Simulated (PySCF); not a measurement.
**Ir⁶⁰⁺: fine-structure interval**

Ir⁶⁰⁺ [Ne] 3s2 3p5 [3p1/2^2 3p3/2^3, M_J = 3/2] → Ir⁶⁰⁺ [Ne] 3s2 3p5 [3p1/2^1 3p3/2^4, M_J = 1/2], as a difference of total energies. Computed with PySCF 2.14 in an uncontracted even-tempered set (18 s from 19 bohr⁻², ratio 2.4; 14 p from 24 bohr⁻², ratio 2.4; 4 d from 87 bohr⁻², ratio 2.6; 4 f from 130 bohr⁻², ratio 2.6), with the two-component X2C-1e Hamiltonian. Correlated levels: 1s2 frozen; the 48 highest virtual spinors dropped. "Screened" scales the spin-orbit matrix elements by Boettger's factors to mimic the two-electron term; Breit and QED terms are absent.

| method | fine-structure interval (cm⁻¹) |
| --- | --- |
| GHF (screened spin-orbit) | 3447200 |
| GMP2 (screened spin-orbit) | 3447800 |
| GHF (bare spin-orbit) | 3550400 |
